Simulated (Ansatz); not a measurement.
# Worked example: vertical energy of the triplet above the singlet of NBrO (nitrosyl bromide)

The species is NBrO (3 atoms), meant as a singlet with charge 0. SMILES: `O=NBr`. The coordinates come from a PBE0-D4/def2-TZVP relaxation.

```xyz
3

O     0.9418   -0.6468    0.4485
N    -0.0449   -0.6365   -0.0929
Br   -0.8968    1.2833   -0.3556
```

Both states at this one shape; open shells run unrestricted unless said. 1 Eh = 27.2114 eV.

| level | program | singlet NBrO (Eh) | triplet NBrO (Eh) |
| --- | --- | --- | --- |
| B2PLYP/def2-TZVP, 11 core orbitals frozen | Ansatz | -2703.642739 | -2703.575379 |
| RPA@PBE/def2-TZVP, 11 core orbitals frozen | Ansatz | -2702.697995 | -2702.628738 |

Task: Work out the vertical gap, second state less first, at each level.

Result: 
1. B2PLYP/def2-TZVP: -2703.575379 − (-2703.642739) = 0.067360 Eh = 1.83 eV.
2. RPA@PBE/def2-TZVP: -2702.628738 − (-2702.697995) = 0.069257 Eh = 1.88 eV.

No measured value is set beside it here; the levels span 1.83 to 1.88 eV. Spin-orbit coupling is left out. All-electron rows are non-relativistic unless named.
